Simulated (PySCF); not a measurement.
# Bond length, frequency and bond energy of TcC by level of theory

State: ⁴Σ⁻ (quartet), unpaired electrons σ ↑, δ ↑↑. Set-up: basis Tc def2-TZVPP with ECP28, C def2-TZVPP; scalar-relativistic core potentials; PySCF 2.14. De refers to Tc (4d5 5s2) + C in their high-spin ground configurations, without counterpoise correction. The functionals are run spin-unrestricted. A positive dipole means Tc(−)C(+). Levels whose curve was spin-contaminated or gave no clean fit are not listed.

```
  Level  Re (Å)  ωe (cm⁻¹)  De (eV)  μ (D)  CPU s a point (SCF and correlation, without the integrals)
   ROHF   1.578       1205      n/a  -2.39                                                        0.73
    LDA   1.639       1100      n/a  -2.65                                                        0.74
    PBE   1.657       1053      n/a  -2.70                                                        0.99
   PW91   1.656       1053      n/a  -2.69                                                        0.65
   BLYP   1.666       1030      n/a  -2.73                                                        0.84
 r²SCAN   1.655       1026      n/a  -2.79                                                         1.3
  M06-L   1.646       1049      n/a  -2.74                                                           8
   PBE0   1.635       1067      n/a  -2.71                                                         2.2
LC-ωPBE   1.608       1124      n/a  -2.68                                                         1.8
```

The bond length runs from 1.578 Å (ROHF) to 1.666 Å (BLYP).

De is left out where the level can put another filling of the metal’s s and d shells below the measured ground configuration, by anything from nothing to about 1 eV. Spin–orbit coupling is left out, which matters for elements this heavy, above all for dissociation energies. Counting both spins, an empty level lies below a filled one in some of these solutions, because spin and occupation are held. UHF is strongly spin-contaminated for TcC, so the ROHF reference used there is far from stable. The state is the lowest single determinant that the PBE0 search found; with open d or f shells the true ground state can be another one.

The whole job (state search and all levels along the bond) took about 7.1 min on 1 thread of Intel Xeon Platinum 8488C (shared host), peak memory 1.8 GiB.
